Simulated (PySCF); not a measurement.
UHF on S (sulfur, neutral)

Configuration: [Ne] 3s2 3p3 3d1, high-spin 5D determinant (an excited configuration). All numbers are calculated (PySCF 2.14, the spin-free X2C one-electron Hamiltonian (Gaussian nucleus), in aug-cc-pCVQZ-DK (10s9p7d5f3g, 134 functions)).

* Total energy: -398.294557 hartree
* One-electron energy: -548.4167 hartree
* Hartree (Coulomb) energy: 175.1835 hartree
* Exchange energy: -25.0614 hartree
* ⟨S²⟩: 6.0006
* ⟨L²⟩: 6.028
* Sum of ⟨r⟩: 16.78 bohr
* Sum of ⟨r²⟩: 38.88 bohr²
* Traceless quadrupole moment −½Σ⟨3z² − r²⟩ along its main axis: 4.89 e·bohr²
* Langevin diamagnetic susceptibility: -30.8 ×10⁻⁶ cm³/mol

| shell | electrons | mean orbital energy (hartree) | spread (hartree) | rms radius, mean of both spins (bohr) |
| --- | --- | --- | --- | --- |
| 1s α | 1 | -92.47858 | 0 | 0.112 |
| 1s β | 1 | -92.44842 | 0 | 0.112 |
| 2s α | 1 | -9.22439 | 0 | 0.516 |
| 2s β | 1 | -9.19401 | 0 | 0.516 |
| 2p α | 3 | -6.86492 | 0.00149 | 0.491 |
| 2p β | 3 | -6.80790 | 0.00199 | 0.491 |
| 3s α | 1 | -1.14752 | 0 | 1.80 |
| 3s β | 1 | -0.79933 | 0 | 1.80 |
| 3p α | 3 | -0.60539 | 0.00768 | 2.11 |
| 3d α | 1 | -0.04556 | 0 | 4.13 |

The outer electron is Rydberg-like, and this basis confines it to a smaller radius and binds it less than a complete one would.

Densities and radii are taken from the X2C orbitals without a picture-change correction, which distorts them close to the nucleus.

Spin-orbit constants ζ (cm⁻¹) from the X2C one-electron operator on these orbitals: bare nucleus, nucleus screened by l(l+1)(2l+1)/3 electrons, and screened by the Breit-Pauli mean field of the electrons.

```json
{"shell": "2p", "bare": "7509", "screened nucleus": "6571", "mean field": "6149"}
{"shell": "3p", "bare": "505.4", "screened nucleus": "442.3", "mean field": "407.6"}
{"shell": "3d", "bare": "8.956", "screened nucleus": "3.358", "mean field": "1.821"}
```

To first order the Landé constant is A = 0.4554 cm⁻¹, so the lowest level has J = 0 and lies 0.000339 eV below the centre of the term. This holds in LS coupling only.
